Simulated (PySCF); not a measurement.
# How methods differ on the excitation energy of Li

Li [He] 2s1 (2S) → Li [He] 3d1 (2D), as a difference of total energies. Computed with PySCF 2.14 in dyall-acv3z (15s9p3d, 57 functions), with the non-relativistic Hamiltonian (point nucleus). Correlated levels: valence and next inner shell: nothing frozen; virtual orbitals above 40 to 60 times the deepest correlated orbital energy dropped. The calculations carry no spin-orbit coupling.

```csv
method,excitation energy (cm⁻¹)
UHF,41373
LDA,38314
PBE,37042
PBE0,38223
r2SCAN,37569
revPBE,36306
wB97X,39166
M06-2X,37907
MP2 (valence and next inner shell),41657
SCS-MP2 (valence and next inner shell),41620
```

Errors of the correlated levels include the incompleteness of this basis.

The promoted electron is Rydberg-like, and one or two diffuse shells describe it only roughly, which tends to raise the upper state.

In the upper state the promoted electron has a positive orbital energy at LDA, PBE, PBE0, r2SCAN, revPBE, M06-2X, so the basis confines it.

For comparison: 31283 cm⁻¹ (measured; NIST levels, between the centres of gravity of the two terms).
